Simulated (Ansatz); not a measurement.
SnH2Me(NHMe) (C₂H₉NSn). The state is a triplet with charge 0. Geometry PBE-D4/def2-SVP, that of the neutral singlet; atoms count from 1.

Cartesian coordinates in Å:
```
Sn -0.1330 0.8781 -0.4129
H -1.1660 1.8623 0.5690
H 1.3066 1.7804 -0.8268
C -1.1187 0.1344 -2.1905
H -1.4348 0.9786 -2.8327
H -2.0079 -0.4542 -1.8954
H -0.4271 -0.5124 -2.7641
N 0.2429 -0.7916 0.7587
C 0.8867 -0.6210 2.0536
H 0.7099 -1.5261 0.2123
H 1.9580 -0.2931 2.0377
H 0.3338 0.1337 2.6540
H 0.8497 -1.5691 2.6371
```

In the def2 sets Sn takes a core potential; there is no spin–orbit coupling. At PBE0-D4/def2-TZVP a singlet of charge 0 lies 4.59 eV below the triplet at the same geometry.

(1) Estimate the Mulliken populations from the PBE0/def2-TZVP orbitals of Ansatz.

(2) Where does the spin sit?

(3) And the Mayer bond orders between heavy atoms (over 0.3)?

Results:

(1) 
```csv
atom,charge (e),spin (α − β)
Sn1,0.01,0.83
H2,-0.05,-0.01
H3,-0.03,0.12
C4,-0.60,-0.05
H5,0.16,0.00
H6,0.14,0.01
H7,0.13,0.01
N8,0.05,0.71
C9,-0.29,-0.05
H10,0.04,0.23
H11,0.16,0.12
H12,0.14,0.03
H13,0.15,0.05
```
Mulliken values depend strongly on the basis.

(2) Summed by element: Sn 0.83, H 0.55, C -0.10, N 0.71, of 2 unpaired in all. Largest on single atoms: Sn1 0.83, N8 0.71, H10 0.23.

(3) Sn1–C4 0.84 (2.16 Å); N8–C9 1.03 (1.46 Å).
